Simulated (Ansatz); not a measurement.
```yaml
crystal:
  periodic: [false, false, false]
  atoms:
    - {symbol: C, position_ang: [-0.002480, 1.995748, -0.043252]}
    - {symbol: C, position_ang: [0.858614, 0.751894, -0.001536]}
    - {symbol: N, position_ang: [0.149461, -0.447744, -0.388799]}
    - {symbol: C, position_ang: [1.033575, -1.589913, -0.435653]}
    - {symbol: Sn, position_ang: [-1.698888, -0.794000, 0.394215]}
    - {symbol: H, position_ang: [-0.467849, 2.113395, -1.024432]}
    - {symbol: H, position_ang: [0.599544, 2.883120, 0.162545]}
    - {symbol: H, position_ang: [-0.797663, 1.969518, 0.709435]}
    - {symbol: H, position_ang: [1.314010, 0.656115, 1.002174]}
    - {symbol: H, position_ang: [1.700963, 0.880679, -0.697687]}
    - {symbol: H, position_ang: [1.833522, -1.412904, -1.167159]}
    - {symbol: H, position_ang: [0.495569, -2.486365, -0.753122]}
    - {symbol: H, position_ang: [1.523701, -1.813476, 0.528011]}
    - {symbol: H, position_ang: [-2.051070, -2.401324, -0.054746]}
    - {symbol: H, position_ang: [-2.812811, 0.299506, -0.290311]}
    - {symbol: H, position_ang: [-1.701300, -0.626847, 2.104617]}
basis:
  gaussian: {orbitals: def2-mTZVPP}
total_charge: 1
magnetization: {spin_polarized: true, initial_magnetization: 2}
hamiltonian: {xc: {name: wPBEh}}
scf: {lower_state_search: full}
output: {forces: true}
```

```sh
$ ansatz run in.yaml --threads 4 --pin off --events-out ev --progress --plain --max-ram 11315MiB
```

Task: How does Ansatz answer? (Best estimate.)

Result: Ansatz gave: The program refused the input.
```
Error: a molecule whose nuclei and cores have a total charge of 58 cannot have a net charge of 1 together with 2 unpaired electrons
```
